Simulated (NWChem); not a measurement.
System: GaO, doublet; SMILES [O]=[Ga]

Computed with NWChem. Spin-unrestricted. No stability test was run on the SCF state. Each level has its own optimisation; frequencies are unscaled.

Question: Taking PBE0/def2-TZVPD as the yardstick, which of these has the fewest basis functions while keeping “r Ga–O (Å)” within 0.005 Å of it: PBE0/def2-SVPD; PBE0/def2-TZVPP; PBE0/def2-SVP; PBE0/def2-TZVP; PBE0/STO-3G?

Answer: PBE0/def2-SVP (a larger set in the list lies outside the tolerance).
| level | basis functions | r Ga–O (Å) | relative time (rough) |
|---|---|---|---|
| PBE0/STO-3G | 23 | 1.400 | 1 |
| PBE0/def2-SVP | 46 | 1.707 | 2 |
| PBE0/def2-SVPD | 61 | 1.716 | 5 |
| PBE0/def2-TZVP | 79 | 1.705 | 9 |
| PBE0/def2-TZVPP | 79 | 1.705 | 9 |
| PBE0/def2-TZVPD | 94 | 1.705 | 10 |

The yardstick is one finite set, not the basis-set limit.
